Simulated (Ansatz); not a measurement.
## Abstraction of Br: GeH2Br2 + AlBr2 → GeH2Br + AlBr3

Species: GeH2Br2 `[Br][GeH2][Br]`, singlet; AlBr2 `[Br][Al][Br]`, doublet; GeH2Br `[GeH2][Br]`, doublet; AlBr3 `[Br][Al]([Br])[Br]`, singlet. A radical takes Br: the energy is the difference in strength between the Ge–Br bond broken and the Al–Br bond made.

Shapes, held fixed at every level: PBE0-D4/def2-TZVP. Programs: Ansatz 0.2.0. The zero-point and thermal change to 298 K, harmonic and unscaled (PBE0-D4/def2-TZVP), is -2.5 kJ/mol.

```json
{"level": "MP2/def2-SVP", "kind": "perturbation theory", "ΔH(298 K) (kJ/mol)": "-72.2", "less CCSD(T)/def2-TZVPP": "-6.2"}
{"level": "MP2/def2-TZVPP", "kind": "perturbation theory", "ΔH(298 K) (kJ/mol)": "-64.4", "less CCSD(T)/def2-TZVPP": "+1.6"}
{"level": "SPW92/def2-TZVPP", "kind": "LDA", "ΔH(298 K) (kJ/mol)": "-54.3", "less CCSD(T)/def2-TZVPP": "+11.7"}
{"level": "BHLYP-D4/def2-TZVPP", "kind": "global hybrid", "ΔH(298 K) (kJ/mol)": "-68.1", "less CCSD(T)/def2-TZVPP": "-2.1"}
{"level": "r2SCAN0-D4/def2-TZVPP", "kind": "global hybrid", "ΔH(298 K) (kJ/mol)": "-65.9", "less CCSD(T)/def2-TZVPP": "+0.1"}
{"level": "B2PLYP/def2-TZVPP", "kind": "double hybrid", "ΔH(298 K) (kJ/mol)": "-65.7", "less CCSD(T)/def2-TZVPP": "+0.3"}
{"level": "CCSD/def2-SVP", "kind": "coupled cluster or CI", "ΔH(298 K) (kJ/mol)": "-75.0", "less CCSD(T)/def2-TZVPP": "-9.0"}
{"level": "CCSD(T)/def2-TZVPP", "kind": "coupled cluster or CI", "ΔH(298 K) (kJ/mol)": "-66.0", "less CCSD(T)/def2-TZVPP": "0.0"}
```

The highest level, CCSD(T)/def2-TZVPP, gives ΔH(298 K) = -66.0 kJ/mol; the levels span -75.0 to -54.3. The column of differences is taken from that level and isn't an error. No measured value is set beside it here. Open shells run unrestricted. Relativity is left out for Br, Ge. Outer-core shells of Br, Ge are correlated, in sets that cover them unevenly.
